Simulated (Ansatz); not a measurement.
Species: CAuClO (charge -1, doublet). SMILES of the parent species: [O+]#[C-]->[Au][Cl]

Atoms: Au1, Cl2, O3, C4. Bonds: Au1-Cl2, Au1-C4, O3-C4.

Bond lengths (Å) and angles (degrees) optimised at PBE/6-31G* with LANL2DZ past Ar with Ansatz (a first-principles code); B3LYP/LANL2DZ with Ansatz; B3LYP/6-31G* with LANL2DZ past Ar with Ansatz; MP2/6-31G* with LANL2DZ past Ar with Ansatz, each started from the B3LYP-D3(BJ)/def2-TZVP structure (Ansatz) of the last column. A row stands for all coordinates that are equal there. 6-31G* holds six Cartesian d functions. No wavenumbers were computed at PBE/6-31G* with LANL2DZ past Ar, B3LYP/LANL2DZ, MP2/6-31G* with LANL2DZ past Ar, so these may be saddle points.

```json
[
 {"coordinate": "Au1-Cl2", "PBE/6-31G* with LANL2DZ past Ar": "2.467", "B3LYP/LANL2DZ": "2.491", "B3LYP/6-31G* with LANL2DZ past Ar": "2.474", "MP2/6-31G* with LANL2DZ past Ar": "2.450", "B3LYP-D3(BJ)/def2-TZVP": "2.399"},
 {"coordinate": "Au1-C4", "PBE/6-31G* with LANL2DZ past Ar": "2.003", "B3LYP/LANL2DZ": "2.026", "B3LYP/6-31G* with LANL2DZ past Ar": "2.040", "MP2/6-31G* with LANL2DZ past Ar": "2.020", "B3LYP-D3(BJ)/def2-TZVP": "2.019"},
 {"coordinate": "O3-C4", "PBE/6-31G* with LANL2DZ past Ar": "1.201", "B3LYP/LANL2DZ": "1.226", "B3LYP/6-31G* with LANL2DZ past Ar": "1.189", "MP2/6-31G* with LANL2DZ past Ar": "1.203", "B3LYP-D3(BJ)/def2-TZVP": "1.185"},
 {"coordinate": "Cl2-Au1-C4", "PBE/6-31G* with LANL2DZ past Ar": "173.3", "B3LYP/LANL2DZ": "174.2", "B3LYP/6-31G* with LANL2DZ past Ar": "174.2", "MP2/6-31G* with LANL2DZ past Ar": "172.7", "B3LYP-D3(BJ)/def2-TZVP": "174.3"},
 {"coordinate": "Au1-C4-O3", "PBE/6-31G* with LANL2DZ past Ar": "134.0", "B3LYP/LANL2DZ": "134.8", "B3LYP/6-31G* with LANL2DZ past Ar": "132.2", "MP2/6-31G* with LANL2DZ past Ar": "134.1", "B3LYP-D3(BJ)/def2-TZVP": "134.5"}
]
```

Mean signed difference of all 3 bond lengths from B3LYP-D3(BJ)/def2-TZVP: PBE/6-31G* with LANL2DZ past Ar 0.022 Å, B3LYP/LANL2DZ 0.047 Å, B3LYP/6-31G* with LANL2DZ past Ar 0.033 Å, MP2/6-31G* with LANL2DZ past Ar 0.023 Å.
